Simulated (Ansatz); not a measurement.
An input meant for B5N4H16⁻, a cluster cut from zinc blende BN (hydrogen-capped) (charge -1, triplet).

```yaml
crystal:
  periodic: [false, false, false]
  atoms:
    - {symbol: N, position_ang: [-0.536306, -0.627374, 0.455453]}
    - {symbol: N, position_ang: [0.669608, -0.665600, -0.650183]}
    - {symbol: N, position_ang: [-0.779592, 0.775249, -0.559187]}
    - {symbol: N, position_ang: [0.624748, 0.628083, 0.455786]}
    - {symbol: B, position_ang: [-1.350206, -0.021183, -0.105622]}
    - {symbol: B, position_ang: [-0.014712, -1.348755, -0.092019]}
    - {symbol: B, position_ang: [-0.000264, -0.000041, 1.131415]}
    - {symbol: B, position_ang: [1.157185, 0.019219, -0.089776]}
    - {symbol: B, position_ang: [0.015994, 1.348954, -0.107496]}
    - {symbol: H, position_ang: [-1.024221, -1.028445, 0.765302]}
    - {symbol: H, position_ang: [0.516810, -0.511147, -1.259282]}
    - {symbol: H, position_ang: [1.263018, -1.256571, -0.744331]}
    - {symbol: H, position_ang: [-1.260305, 1.075162, -0.750002]}
    - {symbol: H, position_ang: [-0.512125, 0.434693, -1.079134]}
    - {symbol: H, position_ang: [0.876620, 0.882379, 0.893429]}
    - {symbol: H, position_ang: [-1.523016, -0.421427, -0.695963]}
    - {symbol: H, position_ang: [-1.891433, 0.326598, 0.431469]}
    - {symbol: H, position_ang: [-0.416343, -1.772956, -0.700950]}
    - {symbol: H, position_ang: [0.383474, -1.892333, 0.367388]}
    - {symbol: H, position_ang: [0.506450, -0.432731, 1.615487]}
    - {symbol: H, position_ang: [-0.506518, 0.432071, 1.616635]}
    - {symbol: H, position_ang: [1.892718, -0.323469, 0.432738]}
    - {symbol: H, position_ang: [1.775146, 0.422273, -0.596900]}
    - {symbol: H, position_ang: [-0.387324, 1.890803, 0.367011]}
    - {symbol: H, position_ang: [0.485101, 1.521457, -0.699328]}
basis:
  gaussian: {orbitals: "6-31++G**"}
total_charge: -1
magnetization: {spin_polarized: true, initial_magnetization: 2}
hamiltonian: {xc: {name: RPBE}, dispersion: d4}
scf: {omitted_lower_state_checks: [starts]}
output: {forces: true}
```

```sh
$ ansatz run in.yaml --threads 2 --pin off --events-out ev --progress --plain --max-ram 32768MiB --backend cuda --devices 0, --max-vram 18GiB
```

Output, abridged:

```
Functional definition: RPBE
2685 factors; their error is unknown
mean field evaluation 1: about -9332.0347 eV, gradient 1.7e2 eV
mean field evaluation 2: about -6397.1128 eV, gradient 6.4e2 eV
mean field evaluation 4: about -9433.7286 eV, gradient 2.1e1 eV
mean field evaluation 8: about -9436.0368 eV, gradient 1.8e0 eV
mean field evaluation 16: about -9435.9751 eV, gradient 2.1e-2 eV
mean field evaluation 32: about -9435.9752 eV, gradient 6.8e-5 eV
mean field -9435.97518111 eV, -346.7656919721 hartree, gradient 1.4e-5 eV, S^2 2.001315; 0 other end points of the search recorded, 0 dependent functions left out
reference -9435.97521974 eV, -346.7656933918 hartree; 36, 34 occupied and 231, 233 virtual orbitals, 2685 factors
Total energy: -9440.69087050 eV, -346.9389903609 hartree
Atom 0 at    -0.536306    -0.627374     0.455453 Å, force   -13.432481     5.199416     4.322862 eV/Å
Atom 1 at     0.669608    -0.665600    -0.650183 Å, force     9.925860   -31.147184     0.791467 eV/Å
Atom 2 at    -0.779592     0.775249    -0.559187 Å, force    33.011790    -5.466796    21.349782 eV/Å
Atom 3 at     0.624748     0.628083     0.455786 Å, force   -41.920756    -3.254463   -35.968820 eV/Å
Atom 4 at    -1.350206    -0.021183    -0.105622 Å, force   -14.470992    -2.528070    21.311786 eV/Å
Atom 5 at    -0.014712    -1.348755    -0.092019 Å, force     1.356163   -25.770578    -9.374105 eV/Å
Atom 6 at    -0.000264    -0.000041     1.131415 Å, force     2.233522     4.066458    20.488484 eV/Å
Atom 7 at     1.157185     0.019219    -0.089776 Å, force    49.739978    -5.684962    -1.410737 eV/Å
Atom 8 at     0.015994     1.348954    -0.107496 Å, force     1.102217    22.177537     6.807205 eV/Å
Atom 9 at    -1.024221    -1.028445     0.765302 Å, force   -27.662421   -24.012948    20.492777 eV/Å
Atom 10 at     0.516810    -0.511147    -1.259282 Å, force   -15.404645    14.065739   -58.201738 eV/Å
Atom 11 at     1.263018    -1.256571    -0.744331 Å, force    10.552937    -9.519556    -4.201202 eV/Å
Atom 12 at    -1.260305     1.075162    -0.750002 Å, force   -67.051626    45.402448   -29.147252 eV/Å
Atom 13 at    -0.512125     0.434693    -1.079134 Å, force    18.290659   -21.934244   -38.972292 eV/Å
Atom 14 at     0.876620     0.882379     0.893429 Å, force    49.924849    49.978550    80.595205 eV/Å
Atom 15 at    -1.523016    -0.421427    -0.695963 Å, force   -14.091625   -22.999915   -30.987704 eV/Å
Atom 16 at    -1.891433     0.326598     0.431469 Å, force   -16.291995     8.280122    14.202633 eV/Å
Atom 17 at    -0.416343    -1.772956    -0.700950 Å, force   -11.217638   -12.496010   -14.832661 eV/Å
Atom 18 at     0.383474    -1.892333     0.367388 Å, force    12.766081   -17.913936    14.562000 eV/Å
Atom 19 at     0.506450    -0.432731     1.615487 Å, force    14.532391   -13.459277    16.342267 eV/Å
Atom 20 at    -0.506518     0.432071     1.616635 Å, force   -14.113940    13.525817    15.807808 eV/Å
Atom 21 at     1.892718    -0.323469     0.432738 Å, force     9.511329    -4.407677     5.773189 eV/Å
Atom 22 at     1.775146     0.422273    -0.596900 Å, force    13.304652     7.663248    -8.986665 eV/Å
Atom 23 at    -0.387324     1.890803     0.367011 Å, force    -9.921198    17.939679    14.061167 eV/Å
Atom 24 at     0.485101     1.521457    -0.699328 Å, force    19.326889    12.296600   -24.825455 eV/Å
Dipole moment:    -0.886603     0.339300     1.424168 e Å
Checks for a lower state left out: starts
```

In this input the geometry is squeezed to about two thirds of its size. The calculation finished and met its thresholds. The result belongs to that input, not to the species as meant.

The 6-31G sets use Cartesian d functions.
